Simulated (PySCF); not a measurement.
AlFH4O3Si, SMILES [OH][Al]([OH])[O][SiH2]F.

Geometry optimised at TPSSh-D3(BJ)/def2-SVP. The structure was generated by enumeration; whether it is a known compound was not checked. The values are those of a single conformer.

The numbers are results of TDDFT-B3LYP/def2-SVPD in PySCF 2.14.0, not measurements.

Vertical excitations. Isolated molecule, no solvent.

### Question
List the lowest excited states. (Estimate from the structure and the level; the computed values follow.)

### Answer

```json
[
 {"state": "S1", "energy (eV)": "6.61", "λ (nm)": "188", "f": "0.006", "main pairs": "HOMO→LUMO 96 %"},
 {"state": "S2", "energy (eV)": "6.63", "λ (nm)": "187", "f": "0.000", "main pairs": "HOMO−1→LUMO 98 %"},
 {"state": "S3", "energy (eV)": "7.03", "λ (nm)": "176", "f": "0.035", "main pairs": "HOMO−2→LUMO 98 %"},
 {"state": "S4", "energy (eV)": "7.38", "λ (nm)": "168", "f": "0.030", "main pairs": "HOMO−3→LUMO 84 %"},
 {"state": "S5", "energy (eV)": "7.43", "λ (nm)": "167", "f": "0.077", "main pairs": "HOMO−4→LUMO 84 %"},
 {"state": "S6", "energy (eV)": "7.88", "λ (nm)": "157", "f": "0.102", "main pairs": "HOMO−5→LUMO 95 %"},
 {"state": "S7", "energy (eV)": "7.93", "λ (nm)": "156", "f": "0.010", "main pairs": "HOMO→LUMO+1 84 %"},
 {"state": "S8", "energy (eV)": "8.20", "λ (nm)": "151", "f": "0.003", "main pairs": "HOMO→LUMO+2 83 %"},
 {"state": "S9", "energy (eV)": "8.35", "λ (nm)": "148", "f": "0.025", "main pairs": "HOMO−6→LUMO 93 %"},
 {"state": "S10", "energy (eV)": "8.44", "λ (nm)": "147", "f": "0.007", "main pairs": "HOMO→LUMO+4 73 %, HOMO→LUMO+3 12 %"},
 {"state": "T1", "energy (eV)": "6.36", "λ (nm)": "195", "f": "0", "main pairs": "HOMO−1→LUMO 96 %"},
 {"state": "T2", "energy (eV)": "6.45", "λ (nm)": "192", "f": "0", "main pairs": "HOMO→LUMO 92 %"},
 {"state": "T3", "energy (eV)": "6.69", "λ (nm)": "185", "f": "0", "main pairs": "HOMO−2→LUMO 93 %"},
 {"state": "T4", "energy (eV)": "7.05", "λ (nm)": "176", "f": "0", "main pairs": "HOMO−4→LUMO 83 %"}
]
```
Triplets are in the Tamm–Dancoff approximation, which puts them higher than full response would, so one can lie above its singlet here.
